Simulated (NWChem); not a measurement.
Species: InSiH3F2; SMILES [F][In]([F])[SiH3]

Computed with NWChem. Coordinates come from a PBE0/def2-SVP optimisation. def2 effective core potentials on In; no spin-orbit coupling.

Problem. Predict the results for PBE0/def2-SVP (core potentials). Quantities: highest occupied level (eV); orbital gap (eV); dipole (D).

Solution. 
```yaml
highest occupied level (eV): -8.80
orbital gap (eV): 6.95
dipole (D): 4.62
```
